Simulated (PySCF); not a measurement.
# Electron correlation in As⁺ (arsenic, charge +1)

[Ar] 3d10 4s2 4p2, high-spin 3P determinant. All numbers are calculated (PySCF 2.14, a scalar-relativistic core potential, in cc-pVDZ-PP with ECP10MDF). Frozen: 3s2 3p6 3d10; 4 electrons correlated.

MP2 pair energies summed by pair of shells (mhartree):

| pair | energy | share (%) |
| --- | --- | --- |
| 4s-4p | -25.37 | 60.0 |
| 4s-4s | -12.71 | 30.1 |
| 4p-4p | -4.21 | 10.0 |

Total MP2 correlation energy: -42.30 mhartree.

Same-spin part -7.00 and opposite-spin part -35.29 mhartree; SCS-MP2 scales them by 1/3 and 6/5 to -44.68 mhartree.

```tsv
level	correlation energy (mhartree)
CCSD	-58.69
(T)	-0.61
CCSD(T)	-59.30
```

Diagnostics: T1 = 0.0064, D1 = 0.0180, largest double amplitude 0.095.

Task: Is a single reference adequate?

Result: Mostly. T1 lies below 0.03, but a double amplitude of this size points to a near-degeneracy that CCSD handles and MP2 describes poorly.
